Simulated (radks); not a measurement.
Results of a calculation; reference values are marked as such.
Problem. The cadmium ion Cd+, 47 electrons, occupied as [Kr] 4d10 6f1 (not the ground configuration). Code: a radial shooting solver on a logarithmic mesh with Libxc functionals. Model: Dirac Kohn-Sham, LDA (Slater exchange, Perdew-Wang correlation), spin-unpolarised, spherical densities, finite nucleus; open shells fill j = l - 1/2 first; Fermi nuclear charge, rms radius 4.6087 fm.

Spin-orbit splittings of the eigenvalues, e(l+1/2) - e(l-1/2), with zeta = 2 splitting/(2l+1) and mean radii in bohr:

shell  occ.  splitting (eV)   zeta (eV)  <r> j=l-1/2  <r> j=l+1/2
2p        6           192.2       128.1       0.1113       0.1164
3p        6           34.32       22.88       0.3499       0.3609
3d       10               ?           ?       0.3329       0.3364
4p        6           5.895       3.930       0.9383       0.9698
4d       10          0.7233      0.2893        1.244        1.261
6f        1      0.00003970  0.00001134        22.47        22.47

Estimate the 3d splitting.

Solution. 6.981 eV (zeta = 2.793 eV).
